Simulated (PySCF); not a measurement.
## A search over the determinants of TeF

Unrestricted PBE0; basis Te def2-TZVPP with ECP28, F def2-TZVPP; scalar-relativistic core potentials; PySCF 2.14. Outer shells of the fragments: Te 4d10 5s2 5p4; F 2s2 2p5.

Followed along the bond (rough minima from three points):

```json
{"2Ms+1": "2", "unpaired": "π ↑", "⟨S²⟩ at the start": "0.75", "R at minimum (Å)": "1.91", "Te (eV)": "0.00"}
{"2Ms+1": "4", "unpaired": "σ ↑, π ↑↑", "⟨S²⟩ at the start": "3.75", "R at minimum (Å)": "none in the scan", "Te (eV)": "≤ 1.26"}
```

Solutions found at the starting distance of 1.935 Å, counted from the lowest of them; the search is not exhaustive and high or unbound solutions are not listed, so other states can lie among these:

| 2Ms+1 | unpaired | term | E (eV) | ⟨S²⟩ | ⟨Lz²⟩ | μ (D) |
| --- | --- | --- | --- | --- | --- | --- |
| 2 | π ↑ | ²Π | 0.00 | 0.75 | 1.01 | -2.25 |
| 4 | σ ↑, π ↑↑ | ⁴Σ⁻ | 1.44 | 3.75 | 0.00 | -2.18 |
| 2 | σ ↑, π ↑↓ | mixed | 2.08 | 1.76 | 2.02 | -2.05 |
| 2 | σ ↓, π ↑↑ | mixed | 2.08 | 1.76 | 0.00 | -2.00 |
| 2 | σ ↑ | mixed | 3.09 | 0.75 | 2.01 | -1.88 |
| 2 | π ↑ | ²Π | 5.82 | 0.76 | 1.01 | -1.65 |

A term symbol is given only where ⟨S²⟩ and ⟨Lz²⟩ are close to those of a pure state; real π, δ and φ orbitals otherwise mix terms. A positive dipole means Te(−)F(+).

Spin–orbit coupling is left out. Counting both spins, an empty level lies below a filled one in some of these solutions, because spin and occupation are held.
